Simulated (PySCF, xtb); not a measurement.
[5]radialene (C₁₀H₁₀), SMILES C=C1C(C(=C)C(C1=C)=C)=C.

Harmonic wavenumbers (cm⁻¹) from GFN2-xTB run with xtb 6.7.1 at its own minimum, in rising order: 28, 28, 214, 322, 322, 322, 322, 347, 347, 524, 531, 531, 546, 546, 676, 692, 729, 729, 754, 754, 844, 844, 869, 869, 874, 874, 881, 927, 927, 1073, 1161, 1161, 1260, 1260, 1382, 1382, 1420, 1420, 1442, 1648, 1648, 1673, 1689, 1689, 3115, 3115, 3117, 3117, 3120, 3133, 3137, 3137, 3139, 3139.

What does PBE0-D3(BJ)/def2-SVP in PySCF give at its own minimum? (An estimate is asked for; the answer gives what the named calculation found.)

2, 3, 240, 330, 330, 348, 348, 355, 355, 555, 555, 561, 619, 619, 643, 653, 735, 735, 813, 813, 842, 842, 914, 914, 919, 922, 922, 929, 929, 1126, 1197, 1197, 1290, 1290, 1407, 1407, 1434, 1435, 1445, 1709, 1709, 1729, 1748, 1748, 3178, 3178, 3178, 3178, 3180, 3277, 3277, 3277, 3278, 3278. Paired by order, the mean absolute difference is 44 cm⁻¹ and the zero-point energies are 99.7 and 102.8 kcal/mol.
